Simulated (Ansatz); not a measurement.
`B[SiH2]Cl` + `BNC` → `BN(C)[SiH2]Cl` + BH₃ at 400 K and 1 bar (cleavage of the Si–B bond).

Isolated molecules relaxed with PBE0-D4/def2-TZVP in Ansatz; ΔE leaves out vibrations. CCSD(T)/CBS adds triple-zeta CCSD(T) − MP2 to the extrapolated MP2 energy (def2 sets, frozen cores). This one scheme is used for every species. One conformer a species, not always the lowest.

```tsv
species	CCSD(T)/CBS energy (Eh)	H − E (kJ/mol)	S (J/(mol·K))
`B[SiH2]Cl`	-776.05948	125.0	329.6
`BNC`	-121.18426	222.8	289.6
`BN(C)[SiH2]Cl`	-870.71740	259.7	389.9
BH₃	-26.55200	82.6	199.4
```

H − E and S are ideal-gas, rigid-rotor, harmonic terms from PBE0-D4/def2-TZVP, for one conformer and one mirror image of each species. 1 Eh = 2625.50 kJ/mol, R = 8.31446 J/(mol·K).

By hand: ΔE, ΔH, ΔS and ΔG.

ΔE = (-870.71740) + (-26.55200) − (-776.05948) − (-121.18426) = -0.02566 Eh = -67.4 kJ/mol. Δ(H − E) = 259.7 + 82.6 − 125.0 − 222.8 = -5.5, so ΔH = -72.9 kJ/mol. ΔS = 389.9 + 199.4 − 329.6 − 289.6 = -29.9 J/(mol·K). ΔG = -72.9 − 400 × (-29.9)/1000 = -60.9 kJ/mol.

By hand: the equilibrium constant, and the temperature at which ΔG would vanish if ΔH and ΔS stayed fixed.

log₁₀ K = −ΔG/(RT ln 10) = 8.0. ΔG = 0 at ΔH/ΔS = 2438 K.

ΔH outweighs TΔS. A doubt of 5 kJ/mol in ΔE shifts log₁₀ K by 0.7 here. Other conformers and mirror images would add mixing entropy, several J/(mol·K) or more a flexible species. Modes under 60 cm⁻¹, often nearly free rotors, make the harmonic entropy too high. These are equilibria of isolated gas molecules and say nothing of rates. Largest T1 diagnostic: 0.012 (customary marks: 0.02 for closed shells, 0.045 for open ones).
